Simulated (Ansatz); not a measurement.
Question: Name a neutral molecule of C, Cl, Ge, N and H with size of the dipole moment (B3LYP/def2-TZVPP) between 1.40 and 1.70 D and LUMO energy (ωB97M-V/def2-TZVPP) between 1.90 and 2.20 eV (Ansatz, PBE0-D4/def2-TZVP geometry).

Answer: `[NH2][GeH2][CH2]Cl` (1.56 D, 2.08 eV). Other molecules can fit too; these were computed, each in one conformer that needn't be the lowest.

B3LYP here is the variant with VWN-RPA as its local correlation; programs differ in this.
